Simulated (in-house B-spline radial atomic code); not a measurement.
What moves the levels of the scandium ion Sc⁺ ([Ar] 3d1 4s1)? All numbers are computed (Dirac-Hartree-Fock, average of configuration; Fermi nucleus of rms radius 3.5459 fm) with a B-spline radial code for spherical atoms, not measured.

Baseline run (computed): total energy -763.1758 hartree, 1s1/2 at -167.1394 hartree, 4s1/2 at -12.13 eV with <r> = 3.497 bohr.

Scaling the speed of light c (a factor of 100 is close to the non-relativistic limit):

| c/c0 | ΔE (hartree) | 4s1/2 level (eV) | 4s1/2 <r> (bohr) |
| --- | --- | --- | --- |
| 0.95 | -0.39858 | -12.1376 | 3.495 |
| 0.98 | -0.15201 | -12.1332 | 3.496 |
| 1.02 | 0.14302 | -12.1278 | 3.497 |
| 3 | 3.2423 | -12.072 | 3.513 |
| 100 | 3.6427 | -12.0649 | 3.515 |

Changing the nucleus:

```json
{"nucleus": "Gaussian nucleus of rms radius 0.01 fm", "ΔE (eV)": "-0.0392"}
{"nucleus": "Fermi nucleus of rms radius 3.475 fm", "ΔE (eV)": "-0.00153"}
{"nucleus": "Fermi nucleus of rms radius 3.6168 fm", "ΔE (eV)": "0.00156"}
```

A larger nucleus binds the electrons less, roughly as the density at the nucleus times the change of the nuclear <r²>. A radius of 0.01 fm is nearly a point.

**Question.** The nuclear charge is raised by 0.1. What does the Hellmann-Feynman theorem predict for the energy, and what is found?

**Answer.** dE/dZ ≈ -Σ<1/r>, which is -86.2033 at the start and -86.7295 at the end; their mean times 0.1 is -8.6466 hartree, and the two runs differ by -8.6466 hartree.
